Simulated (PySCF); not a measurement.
## Mg²⁺ (magnesium, charge +2): UHF calculation

Configuration: [Ne], closed-shell 1S. Calculation: PySCF 2.14, in def2-TZVP; the non-relativistic Hamiltonian (point nucleus).

* Total energy: -198.823008 hartree
* One-electron energy: -271.1115 hartree
* Hartree (Coulomb) energy: 87.9669 hartree
* Exchange energy: -15.6784 hartree
* Kinetic energy: 198.84099 hartree
* ⟨S²⟩: 0.0000
* ⟨L²⟩: 0.000
* Sum of ⟨r⟩: 5.729 bohr
* Sum of ⟨r²⟩: 4.726 bohr²
* Density at the nucleus (Gaussians lack the cusp): 1050 bohr⁻³
* Langevin diamagnetic susceptibility: -3.74 ×10⁻⁶ cm³/mol
* Time after the integrals: 0.08 s of wall time on 1 thread of Neoverse-N1 (shared host)

| shell | electrons | mean orbital energy (hartree) | rms radius, mean of both spins (bohr) |
| --- | --- | --- | --- |
| 1s | 2 | -49.76612 | 0.152 |
| 2s | 2 | -4.48309 | 0.756 |
| 2p | 6 | -3.00600 | 0.768 |
